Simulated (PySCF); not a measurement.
Gas-phase equilibrium of 1 mol ZnCl₂, 2.5 mol H₂O at 1600 K and 0.100 bar, among 18 species (ClO, O₂, HCl, O, HO₂, Zn, H₂O, H, Zn(OH)₂, HOCl, H₂O₂, O₃, H₂, ZnH₂, ZnCl₂, Cl, Cl₂, OH). Only gases are allowed; each row takes one source of thermochemistry for all species, and Cantera finds the minimum.

Method: PySCF energies plus ideal-gas RRHO corrections (1 bar). † marks an energy on the PBE0/def2-TZVP geometry and frequencies; other levels use their own. Open shells (unrestricted) among the columns below: O₂ (multiplicity 3), OH (multiplicity 2, electronic degeneracy 4); the rest are closed-shell singlets. Spin-orbit splitting is ignored; it lowers the true energy and changes the entropy of OH. Zn: all electrons, no relativistic terms. No R ln 2 is added for the mirror-image form of Zn(OH)₂. Zn(OH)₂: computed as isolated molecules; such fragments, hydroxides, amides, oligomers or adducts are transient or little studied in the gas. The harmonic model lacks anharmonicity and excited electronic states, which grow with temperature; levels with a mode under 35 cm⁻¹ are left out. Soft modes under 120 cm⁻¹ make the harmonic entropy rough for ZnCl₂.

Molecules larger than those listed are left out. Table species left out: Zn+.

With M06-2X/def2-TZVP† thermochemistry: H₂O 0.66, ZnCl₂ 0.25, HCl 0.048, Zn 0.024, O₂ 0.012, H₂ 0.00043, OH 0.00048, Zn(OH)₂ 0.00021.

Question: How far does the composition move with the other sources (PBE/def2-SVP, PBE0/def2-SVP†, PBE0/def2-TZVP, r2SCAN/def2-TZVP†, ωB97X-V/def2-TZVP†)?

Answer: 
```
thermochemistry     x H₂O  x ZnCl₂  x HCl   x Zn   x O₂     x H₂     x OH  x Zn(OH)₂
------------------  -----  -------  -----  -----  -----  -------  -------  ---------
M06-2X/def2-TZVP†    0.66     0.25  0.048  0.024  0.012  0.00043  0.00048    0.00021
PBE/def2-SVP         0.58     0.20   0.12  0.061  0.033   0.0042  0.00011    0.00020
PBE0/def2-SVP†       0.63     0.23  0.081  0.041  0.021   0.0014  0.00047     9.1e-5
PBE0/def2-TZVP       0.63     0.23  0.077  0.039  0.019  0.00055  0.00062    0.00012
r2SCAN/def2-TZVP†    0.65     0.24  0.061  0.030  0.016   0.0016  0.00062    0.00052
ωB97X-V/def2-TZVP†   0.65     0.24  0.057  0.028  0.014  0.00096  0.00049    0.00047
```
The most sensitive of these is H₂: it spans a factor of 10^1.0 over these rows; at this temperature one factor of ten is RT ln 10 = 31 kJ/mol.
